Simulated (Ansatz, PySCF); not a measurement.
B(H)(NCO)(OMe) (C2H4BNO2), SMILES COBN=C=O. Atoms are numbered in the order given.

```xyz
10

B     -0.5037    -0.5565     0.0877
H     -1.4709    -1.0167     0.6497
N      0.0061     0.7181     0.4666
C      0.3055     1.7919     0.9016
O      0.6136     2.8444     1.3151
O      0.1147    -1.2253    -0.9014
C     -0.3074    -2.4958    -1.3557
H     -0.5530    -2.4341    -2.4274
H      0.5150    -3.2173    -1.2292
H     -1.1913    -2.8559    -0.8032
```

Geometry optimised at B3LYP-D3(BJ)/def2-SVP. This is a generated structure with no PubChem entry under its InChIKey; it may be hypothetical. Other conformers were not sampled.

Two levels are set side by side: PBE-D3(BJ)/def2-SVP (Ansatz, an electronic-structure program) and B3LYP-D3(BJ)/def2-SVP (Ansatz). Each level has its own optimised geometry; the coordinates shown are those of the second. Frequencies come from the Hessian of PySCF at each geometry. Differences are taken from unrounded values.

| quantity | B3LYP-D3(BJ) |
|---|---|
| mean bond length (Å) | 1.230 |
| bond B1–N3 (Å) | 1.424 |
| bond B1–O6 (Å) | 1.345 |
| bond N3–C4 (Å) | 1.197 |
| bond C4–O5 (Å) | 1.172 |
| bond O6–C7 (Å) | 1.414 |
| bond B1–H2 (Å) | 1.210 |
| bond C7–H8 (Å) | 1.101 |
| bond C7–H9 (Å) | 1.101 |
| bond C7–H10 (Å) | 1.103 |
| highest harmonic wavenumber (cm⁻¹) | 3118 |
| mean harmonic wavenumber (cm⁻¹) | 1271 |
| zero-point energy (kcal/mol) | 43.62 |

Problem. What does PBE-D3(BJ) give, and how far is it from B3LYP-D3(BJ)? (Estimate from the structure and the level; the computed values follow.)

Solution. 
| quantity | PBE-D3(BJ) | PBE-D3(BJ) minus B3LYP-D3(BJ) |
|---|---|---|
| mean bond length (Å) | 1.238 | 0.008 |
| bond B1–N3 (Å) | 1.428 | 0.004 |
| bond B1–O6 (Å) | 1.355 | 0.010 |
| bond N3–C4 (Å) | 1.208 | 0.012 |
| bond C4–O5 (Å) | 1.182 | 0.010 |
| bond O6–C7 (Å) | 1.418 | 0.004 |
| bond B1–H2 (Å) | 1.221 | 0.011 |
| bond C7–H8 (Å) | 1.109 | 0.008 |
| bond C7–H9 (Å) | 1.109 | 0.008 |
| bond C7–H10 (Å) | 1.111 | 0.008 |
| highest harmonic wavenumber (cm⁻¹) | 3055 | -62 |
| mean harmonic wavenumber (cm⁻¹) | 1236 | -36 |
| zero-point energy (kcal/mol) | 42.39 | -1.23 |

GGA bonds tend to be longer and softer than those of functionals with exact exchange. Differences between two approximate levels are no errors against the true value.
